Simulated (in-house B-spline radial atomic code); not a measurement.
**Ti⁷⁺: [Ne] 3s2 3p2 4f1 (an excited or competing configuration)**

All numbers are computed (Dirac-Hartree-Fock, average of configuration; Fermi nucleus of rms radius 3.5921 fm) with a radial B-spline atomic code at the basis-set limit, not measured.

Effective charges: Z_r = [3n² - l(l+1)]/(2<r>) from the radius, Z_e = n√(-2ε) from the energy, and Slater's rules. Values are occupation-weighted means over j.

| shell | electrons | ε (eV) | <r> (bohr) | Z_r | Z_e | Slater |
| --- | --- | --- | --- | --- | --- | --- |
| 1s | 2 | -5182 | 0.06951 | 21.58 | 19.52 | 21.70 |
| 2s | 2 | -744.2 | 0.3201 | 18.74 | 14.79 | 17.85 |
| 2p | 6 | -640.04 | 0.2869 | 17.42 | 13.72 | 17.85 |
| 3s | 2 | -201.46 | 0.9045 | 14.93 | 11.54 | 12.15 |
| 3p | 2 | -176.23 | 0.9227 | 13.55 | 10.80 | 12.15 |
| 4f | 1 | -55.88 | 2.136 | 8.43 | 8.11 | 8.00 |

The least bound orbital is 4f7/2 at -55.88 eV, and it is also the most diffuse (<r> = 2.137 bohr).

Spin-orbit splittings of the orbital energies (j = l + 1/2 above j = l - 1/2 when positive): 2p 5.969 eV, 3p 0.9278 eV, 4f 0.004008 eV.

For the 1s electron the small component carries 0.622 % of the norm, the zero-frequency Breit interaction raises the level by 4.873 eV, self-energy by 2.32 eV, and vacuum polarisation lowers it by 0.1803 eV.
